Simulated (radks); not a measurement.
All-electron atom: Mo17+ in [Ar] 3d7 (the NIST ground configuration). Calculated with a radial shooting solver on a logarithmic mesh with Libxc functionals: Dirac Kohn-Sham, PBE, spin-unpolarised, spherical densities, point nucleus; open shells fill j = l - 1/2 first.

Spin-orbit splittings of the eigenvalues, e(l+1/2) - e(l-1/2), with zeta = 2 splitting/(2l+1) and mean radii in bohr:

shell  occ.  splitting (eV)  zeta (eV)  <r> j=l-1/2  <r> j=l+1/2
2p        6           107.0      71.33       0.1304       0.1350
3p        6           19.56      13.04       0.4033       0.4123
3d        7           3.941      1.577       0.3795       0.3823
